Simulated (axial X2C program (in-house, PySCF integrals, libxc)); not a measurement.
## MgBr⁺: from the spin-free to the two-component result

Computed with an in-house all-electron X2C program for linear molecules (integrals from PySCF). Spin-free means the one-electron spin-free X2C Hamiltonian; two-component (2c) means X2C with spin–orbit coupling and atomic mean-field two-electron Coulomb and Gaunt terms, so the difference of the two also holds small scalar two-electron terms. Basis: Br dyall-cv3z [8s9p6d4f1g], Mg dyall-cv3z [9s8p6d3f] (cores contracted in-house); Gaussian nuclei, density fitting, unrestricted open shells. Masses: Br 78.918 u, Mg 23.985 u.

Spin-free state: M_S = 0, Λ = 0 (closed shell); fragments Br + Mg+.

```tsv
level	Re (Å)	ωe (cm⁻¹)	De (eV)	μ (D)
PBE0	2.246	450.6	2.765	11.48
HF	2.248	465.2	1.635	12.48
MP2	2.257	456.1	2.803	n/a
CCSD	2.257	453.7	2.682	n/a
CCSD(T)	2.260	450.7	2.774	n/a
PBEsol	2.251	439.9	3.040	11.10
```

Correlated methods: 8 electrons correlated (number of frozen shells: Br 3 s, 2 p, 1 d; Mg 2 s, 1 p), 258 virtual spin orbitals or spinors in MP2, 72 natural virtuals in coupled cluster.

Dipoles are positive if Mg is the positive end and refer to the centre of mass.

Two-component determinant lowest at the distance of the search:

Ω = 0 (closed shell); fragments Br + Mg+.

```
  level  Re (Å)  ωe (cm⁻¹)  De (eV)  μ (D)
   PBE0   2.247      448.7    2.667  11.45
     HF   2.249      464.0    1.476  12.47
    MP2   2.258      455.0    2.664    n/a
   CCSD   2.258      452.4    2.541    n/a
CCSD(T)   2.261      449.5    2.635    n/a
 PBEsol   2.253      437.5    2.917  11.07
```

(1) From the two tables, how do the constants change at the CCSD(T) level (2c against spin-free)?

One determinant describes the state; a PBE0 search over occupations chose it and may have missed a lower one. The closed shell is kept restricted, so the energy runs too high when the bond is stretched far. De is counted from the lowest determinant-based energies of the atoms at the same level, without counterpoise correction. Coupled cluster ran in a truncated set of natural virtual spinors; the MP2 energy of the rest was added. (T) has no such correction and the atoms are truncated less, which lowers De at CCSD(T) by a hundredth of an eV or more. The functionals have no current-density term, which raises determinants with orbital currents, atoms included.

Results:

(1) At the CCSD(T) level Re goes up by 0.001 Å and ωe goes down by 1.2 cm⁻¹; De changes by -0.139 eV.
